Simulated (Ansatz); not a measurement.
Frontier orbitals of F3H3InP (`[F][In-]([F])([F])[PH3+]`).

Cartesian coordinates in Å:
```
F 2.013 1.588 0.521
In 1.009 0.018 1.076
F 1.804 -1.727 0.752
F -0.186 0.198 2.600
P -0.828 -0.012 -0.882
H -0.748 0.992 -1.864
H -2.178 0.103 -0.507
H -0.885 -1.159 -1.695
```

Total charge 0; spin multiplicity 1. Correlated methods include outer-core shells of In, which these sets cover unevenly. In: def2 effective core potential. All single points use the PBE0-D4/def2-TZVP geometry. It is one conformer, not always the lowest. Basis def2-TZVPP, Ansatz 0.2.0.

```json
{"functional": "r2SCAN", "HOMO (eV)": "-8.50", "LUMO (eV)": "-2.50"}
```

(1) Give HOMO and LUMO (eV) with LDA (SPW92), PBE, revPBE, BLYP, B97M-V, PBE0, B3LYP, r2SCANh, r2SCAN0, HSE06 (plane-wave form), BHLYP, CAM-B3LYP, LC-ωPBE, ωB97X-V, ωB97M-V, HF. (Best estimate.)

Answers

(1) Computed: 
```csv
functional,HOMO,LUMO
LDA (SPW92),-8.32,-3.18
PBE,-8.11,-2.80
revPBE,-8.01,-2.65
BLYP,-8.04,-2.80
B97M-V,-8.61,-2.64
PBE0,-9.75,-1.85
B3LYP,-9.51,-2.22
r2SCANh,-9.12,-2.17
r2SCAN0,-10.01,-1.67
HSE06 (plane-wave form),-9.35,-2.22
BHLYP,-11.17,-0.98
CAM-B3LYP,-11.14,-0.92
LC-ωPBE,-12.41,0.48
ωB97X-V,-12.09,0.31
ωB97M-V,-11.99,0.07
HF,-13.19,1.61
```

B3LYP here is the variant with VWN-RPA as its local correlation; programs differ in this. LC-ωPBE has ω = 0.4 bohr⁻¹. Positive LUMOs are unbound and depend on the basis.
